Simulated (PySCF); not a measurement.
LuF₃, singlet: molecular constants

Method: PBE0 in PySCF with Lu def2-TZVP with ECP28, F def2-TZVP; scalar-relativistic core potentials, no spin–orbit coupling; density-fitted integrals.

The structure is a minimum.

```json
{"Point group": "D3h", "Bond lengths": "Lu–F 1.959 Å (×3)", "Bond angles": "F–Lu–F 120.0° (×3)", "Zero-point energy": "12.4 kJ/mol", "Principal polarisabilities": "18.9, 28.8, 28.8 bohr³", "Lowest empty level": "-2.61 eV", "Principal quadrupole moments (Buckingham, traceless) about the centre of mass": "-8.72, -8.72, 17.44 D Å", "Rotational symmetry number": "6", "Rotational constants": "0.1541, 0.1541, 0.07706 cm⁻¹", "Entropy at 298.15 K and 1 bar": "324.5 J/(mol K)", "Enthalpy at 298.15 K above 0 K": "16.95 kJ/mol", "Heat capacity Cp at 298.15 K": "70.9 J/(mol K)", "Dipole moment": "0.00 D", "Highest occupied level": "-10.68 eV"}
```

Harmonic modes (masses in u: Lu 174.941, F 18.998):
```tsv
symmetry	ω (cm⁻¹)	IR (km/mol, summed over degenerate members)	μ (u)	type
a2''	32	80.0	24.33	bend
e'	145	33.3	20.68	bend
e'	581	350	22.03	stretch
a1'	594	0.0	19.00	stretch
```

In D3h the vibrations span a2'' + 2e' + a1'. The a1' mode carries no infrared intensity, as symmetry demands.

Charges (e):
```json
{"atom": "Lu1", "Mulliken": "1.64", "Löwdin": "1.07", "polar tensor": "2.44", "Mayer order to Lu1": "–"}
{"atom": "F2,3,4", "Mulliken": "-0.55", "Löwdin": "-0.36", "polar tensor": "-0.81", "Mayer order to Lu1": "0.79"}
```

Mulliken populations on Lu1 (electrons outside its core potential): s 4.12, p 12.22, d 10.95, f 14.07.

Outer orbital energies (eV). occupied: -11.67, -11.66, -11.20, -11.20, -10.90, -10.69, -10.69, -10.68; empty: -2.61, -0.07, 0.18, 0.18.

Formally Lu is in oxidation state +3, d0. The polar-tensor charge on Lu, 2.44, is below the formal one.

Only a few start shapes were tried, so a lower isomer may exist.

The final relaxation and frequency run took 39 s on 8 threads of a shared Arm Neoverse V1 host, with 189 basis functions and 7 gradients; the process peaked at 1.9 GiB.
